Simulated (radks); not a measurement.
All-electron atom: F in [He] 2s2 2p5 (the NIST ground configuration). Method: scalar-relativistic Kohn-Sham, XLYP, spin-polarised, spherical densities, point nucleus; open shells are filled with parallel spins first; computed with a radial shooting solver on a logarithmic mesh with Libxc functionals.

Radial electron density D(r) = 4 pi r^2 rho(r):

r (bohr)  D(r) (e/bohr)   spin D(r)
0.006189         0.1968   0.0000137
0.006923         0.2428   0.0000171
0.007681         0.2947   0.0000211
0.008523         0.3573   0.0000260
0.009457         0.4323   0.0000322
0.01058          0.5298   0.0000407
0.01174          0.6384   0.0000508
0.01302          0.7677   0.0000637
0.01445          0.9207   0.0000804
0.01616           1.116    0.000104
0.01794           1.331    0.000133
0.0199            1.581    0.000172
0.02208           1.870    0.000224
0.0247            2.231    0.000300
0.02741           2.615    0.000399
0.03041           3.049    0.000536
0.03374           3.534    0.000726
0.03774           4.114     0.00102
0.04188           4.701     0.00140
0.04647           5.329     0.00194
0.05156           5.988     0.00269
0.05767           6.715     0.00386
0.06399           7.385     0.00539
0.07101           8.025     0.00753
0.07879           8.606      0.0105
0.08813           9.129      0.0150
0.09779           9.484      0.0208
0.1085            9.682      0.0286
0.1204            9.697      0.0392
0.1347            9.492      0.0544
0.1494            9.096      0.0732
0.1658            8.522      0.0974
0.184             7.806       0.128
0.2058            6.941       0.170
0.2283            6.125       0.218
0.2534            5.376       0.275
0.2811            4.766       0.342
0.3144            4.332       0.424
0.3489            4.169       0.508
0.3871            4.239       0.597
0.4296            4.507       0.686
0.4805            4.947       0.775
0.5331            5.406       0.845
0.5916            5.819       0.894
0.6564            6.105       0.919
0.7342            6.201       0.912
0.8147            6.064       0.875
0.904             5.710       0.811
1.003             5.175       0.724
1.122             4.456       0.615
1.245             3.723       0.507
1.381             2.990       0.401
1.533             2.308       0.304
1.714             1.669       0.214
1.902             1.185       0.146
2.111            0.8066      0.0946
2.342            0.5265      0.0575
2.62             0.3166      0.0309
2.907            0.1881      0.0158
3.225            0.1062     0.00718
3.579           0.05659     0.00271
4.003           0.02658    0.000600
4.442           0.01208  -0.0000620

D(r) has 2 maxima, at r = 0.116, 0.723 bohr, and minima at 0.355 bohr, inside which lie 2.20 electrons.
